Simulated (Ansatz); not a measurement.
`Cl[SiH]1[O][GeH2]1`. Charge 0, multiplicity 1. The structure was optimised at the PBE0-D4/def2-TZVP level.

```xyz
7

Cl   -1.943   -1.743    0.806
Si   -0.975   -0.327   -0.295
O     0.516   -0.706   -0.844
Ge    0.921    0.670    0.409
H    -1.953    0.215   -1.262
H     1.630    1.815   -0.329
H     1.804    0.077    1.515
```

Q: What is the dipole moment at ωB97M-V/def2-TZVPP? (Estimate.)

A: Computed: 2.02 D, with components (-0.12, 1.89, 0.71) D in this frame, pointing from negative to positive charge.

Q: And with PBE, r2SCAN, B3LYP? (An estimate is asked.)

A: Computed: PBE 1.75 D, r2SCAN 1.81 D, B3LYP 1.98 D.

Q: Give the Mulliken charges with ωB97M-V, B3LYP, PBE in def2-TZVPP. (Best estimate.)

A: Computed: 
| atom | ωB97M-V | B3LYP | PBE |
| --- | --- | --- | --- |
| Cl1 | -0.18 | -0.21 | -0.19 |
| Si2 | 0.46 | 0.52 | 0.43 |
| O3 | -0.48 | -0.48 | -0.41 |
| Ge4 | 0.15 | 0.20 | 0.20 |
| H5 | -0.02 | -0.05 | -0.05 |
| H6 | 0.03 | 0.01 | 0.01 |
| H7 | 0.04 | 0.01 | 0.01 |

B3LYP here is the variant with VWN-RPA as its local correlation; programs differ in this.
